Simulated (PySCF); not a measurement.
**Which determinant of PPb lies lowest?**

Unrestricted PBE0; P cc-pV(D+d)Z, Pb cc-pVDZ-PP with ECP60; scalar-relativistic core potentials (PySCF 2.14). Outer shells of the fragments: P 3s2 3p3; Pb 5d10 6s2 6p2.

Followed along the bond (rough minima from three points):

```csv
2Ms+1,unpaired,⟨S²⟩ at the start,R at minimum (Å),Te (eV)
2,π ↑,0.79,2.44,0.00
2,σ ↑,0.86,2.32,0.37
4,π ↑↑↑,3.76,none in the scan,≤ 1.03
6,"σ ↑, π ↑↑↑↑",8.75,none in the scan,≤ 2.65
```

Solutions found at the starting distance of 2.460 Å, counted from the lowest of them; the search is not exhaustive and high or unbound solutions are not listed, so other states can lie among these:

```json
{"2Ms+1": "2", "unpaired": "π ↑", "term": "²Π", "E (eV)": "0.00", "⟨S²⟩": "0.79", "⟨Lz²⟩": "1.01", "μ (D)": "2.87"}
{"2Ms+1": "2", "unpaired": "σ ↑", "term": "²Σ⁺", "E (eV)": "0.51", "⟨S²⟩": "0.86", "⟨Lz²⟩": "0.00", "μ (D)": "3.18"}
{"2Ms+1": "4", "unpaired": "π ↑↑↑", "term": "⁴Π", "E (eV)": "1.33", "⟨S²⟩": "3.76", "⟨Lz²⟩": "1.00", "μ (D)": "1.00"}
{"2Ms+1": "4", "unpaired": "σ ↑, π ↑↑", "term": "mixed", "E (eV)": "1.70", "⟨S²⟩": "3.76", "⟨Lz²⟩": "2.01", "μ (D)": "1.69"}
{"2Ms+1": "2", "unpaired": "π ↑↑↓", "term": "mixed", "E (eV)": "1.70", "⟨S²⟩": "1.76", "⟨Lz²⟩": "3.02", "μ (D)": "0.99"}
{"2Ms+1": "4", "unpaired": "σ ↑, π ↑↑", "term": "mixed", "E (eV)": "2.11", "⟨S²⟩": "3.76", "⟨Lz²⟩": "2.01", "μ (D)": "2.04"}
{"2Ms+1": "2", "unpaired": "σ ↓, π ↑↑", "term": "mixed", "E (eV)": "2.12", "⟨S²⟩": "1.77", "⟨Lz²⟩": "2.01", "μ (D)": "1.72"}
{"2Ms+1": "6", "unpaired": "σ ↑, π ↑↑↑↑", "term": "⁶Σ⁺", "E (eV)": "3.16", "⟨S²⟩": "8.75", "⟨Lz²⟩": "0.00", "μ (D)": "-1.79"}
{"2Ms+1": "4", "unpaired": "σ ↓, π ↑↑↑↑", "term": "mixed", "E (eV)": "4.01", "⟨S²⟩": "4.77", "⟨Lz²⟩": "0.00", "μ (D)": "-1.87"}
{"2Ms+1": "6", "unpaired": "σ ↑↑, π ↑↑↑", "term": "⁶Π", "E (eV)": "5.73", "⟨S²⟩": "8.75", "⟨Lz²⟩": "1.00", "μ (D)": "-2.17"}
{"2Ms+1": "6", "unpaired": "σ ↑↑, π ↑↑↑", "term": "⁶Π", "E (eV)": "8.66", "⟨S²⟩": "8.76", "⟨Lz²⟩": "1.01", "μ (D)": "0.78"}
```

A term symbol is given only where ⟨S²⟩ and ⟨Lz²⟩ are close to those of a pure state; real π, δ and φ orbitals otherwise mix terms. A positive dipole means P(−)Pb(+).

Task: Compare the gap between the two lowest followed solutions at the starting distance with the gap between their minima.

Result: At PBE0 the second solution (doublet, unpaired electrons σ ↑) lies +0.51 eV from the first (doublet, unpaired electrons π ↑) at 2.460 Å and +0.37 eV at the minima; the two curves relax by different amounts, since their minima lie near 2.32 and 2.44 Å.

These are scalar-relativistic numbers at best; spin–orbit coupling would shift them, the dissociation energy most. Counting both spins, an empty level lies below a filled one in some of these solutions, because spin and occupation are held.
